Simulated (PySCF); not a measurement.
## Working out the excitation energy of B

B [He] 2s2 2p1 (2P) → B [He] 2s1 2p1 3d1 (high-spin determinant). All numbers are calculated (PySCF 2.14, scalar relativity by spin-free X2C-1e, in aug-cc-pCVTZ-DK). Frozen: nothing. Energies in hartree (1 hartree = 27.21139 eV):

```json
{"part": "UHF", "B (lower)": "-24.538927", "B (upper)": "-24.137998"}
{"part": "CCSD correlation", "B (lower)": "-0.110919", "B (upper)": "-0.056395"}
{"part": "(T)", "B (lower)": "-0.001731", "B (upper)": "-0.000277"}
```

What does Hartree-Fock give?

(-24.137998) − (-24.538927) = 0.400929 hartree = 10.910 eV.

What do CCSD and CCSD(T) give?

The CCSD correlation energies differ by 0.054524 hartree = 1.484 eV and the triples by 0.001454 hartree = 0.040 eV, so CCSD gives 12.394 eV and CCSD(T) 12.434 eV.

One determinant mixes LS terms, so it does not stand for a single term.

The upper state lies above the first ionisation limit, but in LS coupling its spin forbids autoionisation to the ground ion. A Rydberg-like electron needs more diffuse functions than a valence basis has.
